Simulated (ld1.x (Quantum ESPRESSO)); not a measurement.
**How hard is this magnesium PAW potential?**

```json
{
  "Element": "Mg (Z = 12)",
  "Generator": "ld1.x (Quantum ESPRESSO) 7.5",
  "Type": "PAW",
  "Functional": "PBE",
  "Relativity": "scalar-relativistic",
  "Frozen core": "[He] 2s2",
  "Valence charge": "8",
  "Reference configuration": "2p6 3s1.75 3p0 (charge +0.25)",
  "Partial waves": "3s (bound): rcut 1.90, rcutus 2.25 bohr; 3s channel at 0.95 Ry: rcut 1.90, rcutus 2.25 bohr; 2p (bound): rcut 1.55, rcutus 1.65 bohr; 3p (bound, empty): rcut 1.55, rcutus 1.65 bohr",
  "Local potential": "all-electron potential smoothed inside 1.40 bohr (lloc = -1)",
  "Core correction": "Bessel-smoothed model core, default radius (core density twice the valence density)",
  "Augmentation charge": "PSQ, inside the norm-conserving radii"
}
```

The pseudo-atom Hamiltonian at the reference potential is diagonalised in spherical Bessel functions j_l(qr) that vanish at 20 bohr, with q² up to the cutoff. All-electron valence levels (Ry): 3s -0.4613, 2p -3.5772, 3p -0.1940.

Task: How do the lowest levels (Ry) of each channel move with the cutoff, and are there ghosts?

Result:

| cutoff (Ry) | s #1 | s #2 | p #1 | p #2 | d #1 | d #2 | f #1 | Σ f·Δε (mRy) |
| --- | --- | --- | --- | --- | --- | --- | --- | --- |
| 8 | -0.4612 | -0.0512 | -3.2097 | -0.1287 | 0.0030 | 0.0827 | 0.0706 | 2204.8 |
| 10 | -0.4613 | -0.0512 | -3.3680 | -0.1353 | 0.0029 | 0.0826 | 0.0706 | 1255.0 |
| 15 | -0.4613 | -0.0512 | -3.5333 | -0.1447 | 0.0029 | 0.0825 | 0.0706 | 263.1 |
| 18 | -0.4613 | -0.0512 | -3.5555 | -0.1471 | 0.0029 | 0.0825 | 0.0706 | 130.3 |
| 21 | -0.4613 | -0.0512 | -3.5671 | -0.1493 | 0.0029 | 0.0825 | 0.0706 | 60.7 |
| 30 | -0.4613 | -0.0512 | -3.5766 | -0.1587 | 0.0029 | 0.0825 | 0.0706 | 3.7 |
| 35 | -0.4613 | -0.0512 | -3.5769 | -0.1687 | 0.0029 | 0.0825 | 0.0706 | 1.8 |
| 40 | -0.4613 | -0.0512 | -3.5769 | -0.1780 | 0.0029 | 0.0825 | 0.0706 | 1.7 |
| 45 | -0.4613 | -0.0512 | -3.5770 | -0.1895 | 0.0029 | 0.0825 | 0.0706 | 1.0 |
| 55 | -0.4613 | -0.0512 | -3.5771 | -0.1931 | 0.0029 | 0.0825 | 0.0706 | 0.2 |
| 60 | -0.4613 | -0.0512 | -3.5772 | -0.1931 | 0.0029 | 0.0825 | 0.0706 | 0.2 |
| 400 | -0.4613 | -0.0512 | -3.5772 | -0.1940 | 0.0029 | 0.0825 | 0.0706 | 0.0 |

Result: no extra level below or beside the all-electron valence levels (s, p, d, f tested); 10 mRy is reached at 30 Ry and 1 mRy at 50 Ry.

The cutoffs count occupied waves only; the empty 3p level needs 45 Ry at the loose tolerance. Test run stopped at test 5 of 7 (negative rho), 3 before it not solved.
